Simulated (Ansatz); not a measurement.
Ansatz results at the PBE0-D4/def2-TZVP geometry: HOMO–LUMO gap (ωB97M-V/def2-TZVPP) 10.47 eV; HOMO–LUMO gap (PBE/def2-TZVPP) 4.38 eV; LUMO energy (B3LYP/def2-TZVPP) -1.65 eV.

Each molecule was computed in one conformer, which needn't be the lowest.

**Question.** Which molecule gave them?
A. `FCO[SiH2][SeH]`
B. `CB(S)CCl`
C. `FB([SiH3])[SeH]`
D. `C=[N][AlH][CH2]C`

**Answer.** C. The others give `FCO[SiH2][SeH]`: 11.32, 5.30, -0.37; `C=[N][AlH][CH2]C`: 10.07, 3.40, -1.02; `CB(S)CCl`: 11.61, 5.25, -0.88.

B3LYP here is the variant with VWN-RPA as its local correlation; programs differ in this.
